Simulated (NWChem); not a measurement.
System: SnCl₄; SMILES [Cl][Sn]([Cl])([Cl])[Cl]

Input file for NWChem:

```
start job
memory heap 200 mb stack 700 mb global 900 mb
geometry units angstroms noautoz
  Cl    -0.776668    -1.724627    -1.337569
  Sn     0.000000     0.000000     0.000000
  Cl     0.776668     1.724627    -1.337569
  Cl     1.724627    -0.776668     1.337569
  Cl    -1.724627     0.776668     1.337569
end
basis spherical
  * library def2-svp
end
ecp
  Sn library def2-ecp
end
dft
  xc mn15
  grid coarse
  iterations 150
  mulliken
end
task dft gradient
```

Excerpt of the output:

```
             Northwest Computational Chemistry Package (NWChem) 7.3.0
             --------------------------------------------------------

 D2D symmetry detected

                             Geometry "geometry" -> ""
                             -------------------------

 Output coordinates in angstroms (scale by  1.889725989 to convert to a.u.)

  No.       Tag          Charge          X              Y              Z
 ---- ---------------- ---------- -------------- -------------- --------------
    1 Cl                  17.0000    -1.33745121     1.33745121    -1.33756900
    2 Sn                  50.0000     0.00000000     0.00000000     0.00000000
    3 Cl                  17.0000     1.33745121    -1.33745121    -1.33756900
    4 Cl                  17.0000    -1.33745121    -1.33745121     1.33756900
    5 Cl                  17.0000     1.33745121     1.33745121     1.33756900

 Effective nuclear repulsion energy (a.u.)    1019.2135192193

      Symmetry information
      --------------------

 Group name             D2d
 Group number             32
 Group order               8
 No. of unique centers     2

                                 NWChem DFT Module
                                 -----------------

 Summary of "ao basis" -> "ao basis" (spherical)
 ------------------------------------------------------------------------------
       Tag                 Description            Shells   Functions and Types
 ---------------- ------------------------------  ------  ---------------------
 Cl                         def2-svp                 8       18   4s3p1d
 Sn                         def2-svp                10       26   4s4p2d

      Symmetry analysis of basis
      --------------------------

        a1         19
        a2          5
        b1          7
        b2         19
        e          48

            General Information
            -------------------
          SCF calculation type: DFT
          Wavefunction type:  closed shell.
          No. of atoms     :     5
          No. of electrons :    90
           Alpha electrons :    45
            Beta electrons :    45
          Charge           :     0
          Spin multiplicity:     1
          Use of symmetry is: on ; symmetry adaption is: on
          Maximum number of iterations: 150
          AO basis - number of functions:    98
                     number of shells:    42
          Convergence on energy requested:  1.00D-06
          Convergence on density requested:  1.00D-05
          Convergence on gradient requested:  5.00D-04

              XC Information
              --------------
                         MN15 Method XC Functional
                     Hartree-Fock (Exact) Exchange  0.440
                          MN15 Exchange Functional  1.000
                        MN15 Correlation Potential  1.000

             Grid Information
             ----------------
          Grid used for XC integration:  coarse
          Radial quadrature: Mura-Knowles
          Angular quadrature: Lebedev.
          Tag              B.-S. Rad. Rad. Pts. Rad. Cut. Ang. Pts.
          ---              ---------- --------- --------- ---------
          Cl                  1.00       70           9.0       302
          Sn                  1.45      104           7.0       302
          Grid pruning is: on
          Number of quadrature shells:   174
          Spatial weights used:  Erf1

      Superposition of Atomic Density Guess
      -------------------------------------

 Sum of atomic energies:       -2086.38981980

      Non-variational initial energy
      ------------------------------

 Total energy =   -2051.207256
 1-e energy   =   -4082.906561
 2-e energy   =    1447.413200
 HOMO         =      -0.433135
 LUMO         =      -0.074923

      Symmetry analysis of molecular orbitals - initial
      -------------------------------------------------

  Numbering of irreducible representations:

     1 a1          2 a2          3 b1          4 b2          5 e

  Orbital symmetries:

     1 a1          2 b2          3 e           4 e           5 a1
     6 b2          7 e           8 e           9 a1         10 b2
    11 e          12 e          13 e          14 e          15 b2
    16 b1         17 a1         18 e          19 e          20 a2
    21 a1         22 b2         23 e          24 e          25 e
    26 e          27 b2         28 a1         29 b1         30 a1
    31 b2         32 e          33 e          34 a1         35 b2
    36 e          37 e          38 a1         39 b1         40 b2
    41 e          42 e          43 a2         44 e          45 e
    46 a1         47 e          48 e          49 b2         50 a1
    51 b2         52 e          53 e          54 a1         55 b1

     ---------------------------------------------
      Total Density - Mulliken Population Analysis
     ---------------------------------------------

    Atom       Charge   Shell Charges
 -----------   ------   -------------------------------------------------------
    1 Cl  17    17.45   2.00  1.99  1.23  0.73  5.94  2.14  3.41  0.01
    2 Sn  22    20.18   1.60  0.41  0.77  0.11  3.27  2.73  0.74  0.36  9.77  0.43
    3 Cl  17    17.45   2.00  1.99  1.23  0.73  5.94  2.14  3.41  0.01
    4 Cl  17    17.45   2.00  1.99  1.23  0.73  5.94  2.14  3.41  0.01
    5 Cl  17    17.45   2.00  1.99  1.23  0.73  5.94  2.14  3.41  0.01

[...]

                         DFT ENERGY GRADIENTS

    atom               coordinates                        gradient
                 x          y          z           x          y          z
   1 Cl     -2.527416   2.527416  -2.527639   -0.002357   0.002357  -0.002360
   2 Sn      0.000000   0.000000   0.000000    0.000000   0.000000   0.000000
   3 Cl      2.527416  -2.527416  -2.527639    0.002357  -0.002357  -0.002360
   4 Cl     -2.527416  -2.527416   2.527639   -0.002357  -0.002357   0.002360
   5 Cl      2.527416   2.527416   2.527639    0.002357   0.002357   0.002360
```

Level: MN15/def2-SVP with def2 effective core potentials on Sn. The geometry was optimised at PBE0/def2-SVP. def2 effective core potentials on Sn; no spin-orbit coupling.
